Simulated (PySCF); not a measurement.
Job file and geometry (Å, from GFN2-xTB) of an NMR shielding run on `BC[C@@H](BB(Cl)Cl)CC`, C4H11B3Cl2, GIAO PBE0/pcSseg-1 NMR shielding, non-relativistic, gas phase (PySCF 2.14.0, density-fitted response routines); density fitting, a coarse starting grid and PySCF grid level 2 are the driver's defaults:

```
$ OMP_NUM_THREADS=1 python probes_run.py task.json out

{"job": {"kind": "nmr", "xc": "PBE0", "basis": "pcSseg-1"}, "charge": 0, "multiplicity": 1}
B      1.890481     1.056811     0.812307
C      1.112291    -0.308094     0.664478
C      0.213598    -0.360753    -0.610185
B     -0.154109    -1.894477    -0.619221
B     -1.492216    -2.490229     0.163296
Cl    -2.963372    -2.824132    -0.693165
Cl    -1.537781    -2.815570     1.866405
C     -0.936909     0.637254    -0.456490
C     -0.438380     2.073033    -0.405947
H      1.990398     1.565608     1.862658
H      2.538090     1.446282    -0.081690
H      1.867697    -1.096756     0.588026
H      0.500815    -0.551709     1.533961
H      0.824946    -0.047738    -1.460003
H      0.603457    -2.602835    -1.169104
H     -1.624964     0.522047    -1.297094
H     -1.492365     0.408927     0.456141
H     -1.239651     2.761061    -0.144775
H     -0.017938     2.372296    -1.363584
H      0.350762     2.159652     0.350950
```

Q: What does the program print?

A: 
```
coarse grid: 17672 points
cycle   1  E = -1153.2539003236  dE =  8.168e-01  |g| = 4.106e-01  |ddm| = 3.899e+00
cycle   2  E = -1153.2426979080  dE =  1.120e-02  |g| = 4.776e-01  |ddm| = 8.318e-01
cycle   3  E = -1153.3020175513  dE = -5.932e-02  |g| = 5.970e-02  |ddm| = 4.860e-01
cycle   4  E = -1153.3029156782  dE = -8.981e-04  |g| = 1.853e-02  |ddm| = 8.640e-02
cycle   5  E = -1153.3030001623  dE = -8.448e-05  |g| = 5.800e-03  |ddm| = 2.262e-02
cycle   6  E = -1153.3030086481  dE = -8.486e-06  |g| = 1.526e-03  |ddm| = 6.333e-03
final grid: 161040 points
cycle   7  E = -1153.3501247536  dE = -6.880e-05  |g| = 9.898e-03  |ddm| = 4.012e-02
cycle   8  E = -1153.3501120732  dE =  1.268e-05  |g| = 1.201e-02  |ddm| = 1.994e-02
cycle   9  E = -1153.3501500674  dE = -3.799e-05  |g| = 9.866e-04  |ddm| = 1.146e-02
cycle  10  E = -1153.3501502605  dE = -1.931e-07  |g| = 2.379e-04  |ddm| = 1.194e-03
cycle  11  E = -1153.3501502731  dE = -1.263e-08  |g| = 7.420e-05  |ddm| = 2.365e-04
cycle  12  E = -1153.3501502745  dE = -1.394e-09  |g| = 1.288e-05  |ddm| = 8.664e-05
cycle  13  E = -1153.3501502746  dE = -5.002e-11  |g| = 2.436e-06  |ddm| = 1.785e-05
converged SCF energy = -1153.3501502746

GIAO shielding tensors (ppm)
atom      isotropic    diamagn.    paramagn.     s11        s22        s33       span
  0 B       26.081     190.848    -164.767    -43.886     -5.448    127.576    171.462
  1 C      167.073     254.581     -87.507    143.911    162.608    194.700     50.789
  2 C      133.225     250.716    -117.492    103.937    138.686    157.051     53.114
  3 B       18.490     192.951    -174.462    -50.473    -13.868    119.810    170.283
  4 B       26.727     193.156    -166.428    -52.774     29.001    103.955    156.729
  5 Cl     633.358    1147.384    -514.026    293.374    652.610    954.091    660.717
  6 Cl     614.984    1148.169    -533.185    282.337    651.411    911.204    628.866
  7 C      156.194     249.966     -93.772    141.335    160.181    167.066     25.731
  8 C      159.414     249.281     -89.867    138.414    159.157    180.671     42.257
  9 H       24.231      29.309      -5.078     17.760     26.600     28.334     10.575
 10 H       24.705      30.005      -5.299     17.229     26.374     30.513     13.284
 11 H       31.106      31.435      -0.329     26.657     28.426     38.234     11.578
 12 H       30.802      33.290      -2.488     25.406     29.959     37.042     11.636
 13 H       29.195      33.964      -4.769     25.389     27.921     34.274      8.885
 14 H       23.748      29.682      -5.934     17.535     25.625     28.083     10.548
 15 H       29.866      32.022      -2.156     24.711     29.495     35.393     10.682
 16 H       31.061      33.529      -2.467     26.148     29.940     37.096     10.947
 17 H       29.924      28.867       1.057     25.149     27.243     37.380     12.231
 18 H       30.417      30.324       0.093     26.982     27.255     37.013     10.031
 19 H       34.225      32.194       2.031     31.124     33.971     37.581      6.457
```

Size and cost of the density-fitted run: 222 basis functions, 47 s wall time on 1 thread of an Arm Neoverse V2, shared host; peak memory 1.1 GiB.
